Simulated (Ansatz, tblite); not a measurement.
Spin states of trans-NiH2(NH3)2 (NiN₂H₈), formally d⁸, each relaxed with B3LYP-D4/def2-SVP in Ansatz. Electronic energies in the gas phase.

The xTB rows come from tblite. LC-ωPBE has ω = 0.4 bohr⁻¹. B3LYP takes the VWN-RPA correlation. HSE06 is defined as in plane-wave codes, on full-range PBE exchange. Correlated methods freeze 7 core orbitals; core or outer-core shells of Ni are correlated, in sets that lack core-valence functions. The name describes the singlet; other states may take another shape.

Singlet geometry:

```xyz
11

Ni    0.0003   -0.0015    0.0026
H     0.8009   -1.1442   -0.7018
N    -1.6159   -0.9686   -0.3749
H    -2.4608   -0.5283   -0.0108
H    -1.5525   -1.9144    0.0078
H    -1.7205   -1.0777   -1.3863
H    -0.8010    1.1445    0.7009
N     1.6163    0.9667    0.3783
H     1.6878    1.1443    1.3825
H     1.5786    1.8848   -0.0704
H     2.4668    0.4944    0.0721
```

Triplet geometry (C2v within 0.1 Å):

Cartesian coordinates in Å:
```
Ni 0.104 -0.044 -0.204
H 1.418 -0.981 -0.112
N -1.299 -1.627 -0.017
H -2.290 -1.378 -0.058
H -1.164 -2.293 0.747
H -1.081 -2.122 -0.884
H -0.594 0.636 -1.493
N 1.064 1.725 0.474
H 0.498 2.573 0.554
H 1.696 1.864 -0.318
H 1.648 1.647 1.310
```

Run but left out: HF/STO-3G, BHLYP-D4/def2-TZVP, B2PLYP/def2-TZVP (singlet: restricted singlet, unstable in another Hartree–Fock run and untested here); HF/def2-TZVP, PBE-QIDH/def2-TZVP, MP2/def2-TZVP, CCSD/def2-TZVP, CCSD(T)/def2-TZVP (singlet: restricted singlet, unstable towards broken spin symmetry).

Only these spin states were relaxed.

```json
{"level": "GFN1-xTB", "triplet − singlet (kJ/mol)": "121.0", "lowest of these": "singlet", "remarks": "–"}
{"level": "GFN2-xTB", "triplet − singlet (kJ/mol)": "130.6", "lowest of these": "singlet", "remarks": "–"}
{"level": "LDA (SPW92)/def2-TZVP", "triplet − singlet (kJ/mol)": "145.5", "lowest of these": "singlet", "remarks": "–"}
{"level": "PBE-D4/def2-TZVP", "triplet − singlet (kJ/mol)": "101.2", "lowest of these": "singlet", "remarks": "–"}
{"level": "revPBE-D4/def2-TZVP", "triplet − singlet (kJ/mol)": "92.5", "lowest of these": "singlet", "remarks": "–"}
{"level": "BLYP-D4/def2-TZVP", "triplet − singlet (kJ/mol)": "93.2", "lowest of these": "singlet", "remarks": "–"}
{"level": "r2SCAN-D4/def2-TZVP", "triplet − singlet (kJ/mol)": "70.8", "lowest of these": "singlet", "remarks": "–"}
{"level": "B97M-V/def2-TZVP", "triplet − singlet (kJ/mol)": "61.2", "lowest of these": "singlet", "remarks": "–"}
{"level": "r2SCANh-D4/def2-TZVP", "triplet − singlet (kJ/mol)": "52.4", "lowest of these": "singlet", "remarks": "–"}
{"level": "B3LYP-D4/def2-TZVP", "triplet − singlet (kJ/mol)": "64.5", "lowest of these": "singlet", "remarks": "–"}
{"level": "PBE0-D4/def2-TZVP", "triplet − singlet (kJ/mol)": "56.5", "lowest of these": "singlet", "remarks": "–"}
{"level": "r2SCAN0-D4/def2-TZVP", "triplet − singlet (kJ/mol)": "21.7", "lowest of these": "singlet", "remarks": "–"}
{"level": "HSE06-D4/def2-TZVP", "triplet − singlet (kJ/mol)": "56.3", "lowest of these": "singlet", "remarks": "–"}
{"level": "CAM-B3LYP-D4/def2-TZVP", "triplet − singlet (kJ/mol)": "63.0", "lowest of these": "singlet", "remarks": "–"}
{"level": "LC-ωPBE/def2-TZVP", "triplet − singlet (kJ/mol)": "76.8", "lowest of these": "singlet", "remarks": "–"}
{"level": "ωB97X-V/def2-TZVP", "triplet − singlet (kJ/mol)": "63.6", "lowest of these": "singlet", "remarks": "–"}
{"level": "ωB97M-V/def2-TZVP", "triplet − singlet (kJ/mol)": "57.9", "lowest of these": "singlet", "remarks": "–"}
{"level": "RPA@PBE/def2-TZVP", "triplet − singlet (kJ/mol)": "67.5", "lowest of these": "singlet", "remarks": "test for broken spin undecided (singlet)"}
```

```tsv
state	donor atoms	mean metal–ligand distance (Å)	range (Å)
singlet	4	1.742	1.56–1.92
triplet	4	1.870	1.62–2.12
```

⟨S²⟩ at PBE0-D4/def2-TZVP: singlet 0.00 (pure 0.00), triplet 2.01 (pure 2.00).

Change of the triplet − singlet gap on mixing in exact exchange, in kJ/mol: PBE to PBE0 (25 % exact exchange) -44.6; BLYP to B3LYP (20 % exact exchange) -28.7; r2SCAN to r2SCANh (10 % exact exchange) -18.3; r2SCAN to r2SCAN0 (25 % exact exchange) -49.1.

The xTB methods have no spin-polarisation term.
